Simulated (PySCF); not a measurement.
# NbB: from constants to spectrum

M06-2X constants of NbB, ⁷Σ⁺ (septet), unpaired electrons σ ↑↑, π ↑↑, δ ↑↑ (PySCF, scalar-relativistic core potentials, basis sets Nb def2-TZVPP with ECP28, B def2-TZVPP; masses 92.9064 and 11.0093 u):

| Property | Result |
| --- | --- |
| ωe | 673.6 cm⁻¹ |
| ωexe | 2.94 cm⁻¹ |
| Be | 0.40059 cm⁻¹ |
| αe | 0.00252 cm⁻¹ |
| D (centrifugal) | 5.67e-07 cm⁻¹ |
| De to Nb (4d4 5s1) + B | 3.24 eV |

Problem. Give the vibrational terms G(v) and spacings up to v = 6.

Solution. G(v) = ωe(v+½) − ωexe(v+½)².

| v | G(v) (cm⁻¹) | G(v) − G(v−1) | Bv (cm⁻¹) |
| --- | --- | --- | --- |
| 0 | 336 |  | 0.3993 |
| 1 | 1004 | 668 | 0.3968 |
| 2 | 1666 | 662 | 0.3943 |
| 3 | 2322 | 656 | 0.3918 |
| 4 | 2972 | 650 | 0.3892 |
| 5 | 3616 | 644 | 0.3867 |
| 6 | 4254 | 638 | 0.3842 |

Problem. How well does the Morse estimate ωe²/(4ωexe) reproduce De, and what is D0?

Solution. It gives 4.78 eV, 148 % of the computed De. D0 = De − G(0) = 3.24 − 0.04 = 3.20 eV.

The metal atom is held in its measured ground configuration; semilocal functionals can put another filling of s and d lower by some tenths of an eV, and De to that atom would be smaller. These are scalar-relativistic numbers at best; spin–orbit coupling would shift them, the dissociation energy most. The state is the lowest single determinant that the PBE0 search found; with open d or f shells the true ground state can be another one.
